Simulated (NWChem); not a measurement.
Species: BCl cation, doublet

Program: NWChem. Spin-unrestricted. No stability test was run on the SCF state. Each level has its own optimisation; frequencies are unscaled.

```csv
level,basis functions,r B–Cl (Å),highest harmonic frequency (cm⁻¹),zero-point energy (kcal/mol),relative time
UHF/3-21G,22,1.637,1063,1.5,1
UHF/pcseg-1,32,1.597,1189,1.7,3
UHF/aug-pcseg-1,50,1.599,1182,1.7,9
UHF/pcseg-2,64,1.592,1184,1.7,10
UHF/def2-TZVPP,73,1.593,1179,1.7,20
```

Times are rough ratios from one shared machine.
